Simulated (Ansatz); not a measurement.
Molecule: sum formula H2SiO2Cl, net charge 0, doublet state. It need not be the lowest isomer of its formula. 
Coordinates optimised at B3LYP-D3(BJ)/def2-TZVP (Ansatz, a first-principles code):
```xyz
6

O      0.8519    -1.5343    -0.2371
Si    -0.2274    -0.4293     0.3380
O     -1.5588    -0.5574    -0.6066
Cl     0.5147     1.5092     0.1769
H      1.7347    -1.5547     0.1443
H     -1.6462    -1.3585    -1.1346
```
Charge 0, spin multiplicity 2.

Parts of the frozen-core correlation energy in cc-pV(Q+d)Z (Ansatz, hartree). Frozen orbitals: 12; correlated occupied orbitals by spin: 13 and 12; virtual: 273 and 274. Open shells are spin-unrestricted. No spin-orbit coupling. Non-relativistic.

```
term                            value
-------------------------  ----------
reference (HF)             -899.56598
MP2 opposite-spin            -0.62480
MP2 same-spin                -0.20663
CCSD correlation             -0.84834
(T)                          -0.03540
T1 diagnostic                   0.013
largest doubles amplitude       0.020
<S^2> of the reference          0.755
```
